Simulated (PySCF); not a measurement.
C3H14GeO2Si2, SMILES [Ge]([CH3])([CH3])([O][SiH2]O[SiH3])[CH3], GFN2-xTB optimised geometry. Atoms within 1.6 Å of the plane z = 0.0 Å (x, y, z in Å): Si1 (-0.66, -1.60, 0.00), O2 (-1.20, -0.08, 0.00), Si3 (-1.32, 1.41, 0.64), C7 (2.62, 1.27, 1.04), H9 (-1.15, -2.30, 1.19), H10 (0.81, -1.60, 0.00), H11 (-1.20, -2.17, -1.23), H12 (-2.64, 1.49, 1.25), H13 (-1.05, 2.30, -0.49), H17 (2.64, 2.23, 0.52), H18 (2.34, 0.50, 0.32), H19 (3.62, 1.06, 1.40).

Level of theory: PBE0/def2-SVP run with PySCF 2.14.0. Cells within 0.4 Å of a nucleus heavier than hydrogen are left out (blank, or x).

Map of the HOMO amplitude (bohr^(-3/2)) on the plane z = 0.0 Å; orbital energy -7.72 eV, overall sign arbitrary:

```
|4444444444444444444444444444444|
|4444444444444444444444444444444|
|4444444444444444444444444444444|
|4444444444444444444444444444444|
|4444444444445444444444444444444|
|4444444444555554444444444444444|
|4444444445566655444444433344444|
|4444444445688765444444333334444|
|4444433445799865444443333333444|
|4444333345799865444443322333344|
|4444333335688754444443322233344|
|4444333334566544444443322233344|
|4444333333454443444443322233344|
|4444333334433333444443322333344|
|4444444444530123344443333333444|
|44444444457xx023344444333334444|
|44444444568xx123444444443444444|
|4444444455664334444444444444444|
|4444444445554444455444444444444|
|4444444444444x45565544444444444|
|444444444444xxx5566544444444444|
|4444444444433x45555544444444444|
|4444444444333344555444444444444|
|4444444444333344444444444444444|
|4444444444433344444444444444444|
|4444444444444444444444444444444|
|4444444444444444444444444444444|
|4444444444444444444444444444444|
|4444444444444444444444444444444|
|4444444444444444444444444444444|
|4444444444444444444444444444444|
```
Scale: ten equal steps from -0.082 (start of '0') to 0.108 (end of '9'), in the order '0123456789'; x runs from -5.00 to 5.00, y from -5.00 (bottom) to 5.00 (top).
